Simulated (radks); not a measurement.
Question: The mean radii <r> (bohr) of the occupied orbitals of an atom or ion are listed with their occupations. All-electron calculation, Dirac Kohn-Sham, PBE, spin-unpolarised, spherical densities, finite nucleus; Fermi nuclear charge, rms radius of each element as measured or else 0.836 A^(1/3) + 0.57 fm. Program: a radial shooting solver on a logarithmic mesh with Libxc functionals.

orbital  occ.      <r>
1s1/2       2  0.02781
2s1/2       2   0.1194
2p1/2       2   0.1008
2p3/2       4   0.1064
3s1/2       2   0.3218
3p1/2       2   0.3121
3p3/2       4   0.3236
3d3/2       4   0.2945
3d5/2       6   0.2982
4s1/2       2   0.7607
4p1/2       2   0.7956
4p3/2       4   0.8232
4d3/2     3.6   0.9413
4d5/2     5.4   0.9523
5s1/2       2    1.915
5p1/2       1    2.195
5p3/2       2    2.271

Name the element and its charge. Open shells, if any, are shared by 2j + 1.

Answer: Z = 52, tellurium, charge +2: Te2+ in [Kr] 4d9 5s2 5p3. The 1s radius gives Z: for a bare nucleus <r> = (2 gamma + 1)/(2Z) with gamma = sqrt(1 - (Z/c)^2), 0.02741 bohr for Z = 52, and screening makes it slightly larger (0.02781 here). The occupations add up to 50, and the charge is Z minus that.
